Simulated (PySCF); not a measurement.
## Field gradients at the hydrogen positions

Compound: C₅H₇NO₂.
Structure used (GFN2-xTB), in Å, numbered top down from 1:
```xyz
15
C5H7NO2 angstrom
C     -2.0504    0.5521   -0.4184
O     -1.2855    0.8528    0.7298
C     -0.2763   -0.0761    0.9987
C      0.8486   -0.0748   -0.0399
C      1.3325    1.2307   -0.4000
N      1.7228    2.2672   -0.6801
C      1.7888   -1.2087   -0.1230
O      0.7854   -1.0263   -1.0725
H     -2.8114    1.3259   -0.4837
H     -1.4415    0.5628   -1.3276
H     -2.5290   -0.4294   -0.3223
H      0.1344    0.2061    1.9733
H     -0.6840   -1.0986    1.0502
H      2.8029   -1.0340   -0.4649
H      1.6582   -2.0417    0.5586
```

Level: PBE0/pcSseg-1 (PySCF, non-relativistic); Q(2H) = 0.00286 b; rigid geometry, the same for H and D, with no vibrational averaging.

Question: Rank these positions by the coupling χzz of a deuteron there, largest first.
A. H13 (methylene hydrogen)
B. H11 (methyl hydrogen)
C. H15 (methylene hydrogen)

Answer: C (209 kHz), B (196 kHz), A (186 kHz).

Question: Tabulate Vzz, the asymmetry η and χzz = 234.96 MHz × Q × Vzz for every hydrogen position.

Answer: 
```csv
atom,bonded to,bond length (Å),Vzz (au),η,χzz (kHz)
H9,C1,1.087,0.3075,0.07,207
H10,C1,1.094,0.2906,0.10,195
H11,C1,1.096,0.2911,0.09,196
H12,C3,1.095,0.2897,0.04,195
H13,C3,1.102,0.2768,0.08,186
H14,C7,1.084,0.3084,0.06,207
H15,C7,1.084,0.3112,0.06,209
```

Question: How does χzz go with the bond length over the 7 C–H bonds?

Answer: A straight-line fit has a slope of -12.7 kHz for each 0.01 Å, with a correlation coefficient of -0.99, over lengths from 1.084 to 1.102 Å. The longer bonds have the smaller couplings here.

Geometry: GFN2-xTB, one conformer, isolated molecule. GFN2-xTB bond lengths can be off by several hundredths of an ångström, more for odd bonds, and the gradients follow them. These gradients aren't converged with respect to the basis.
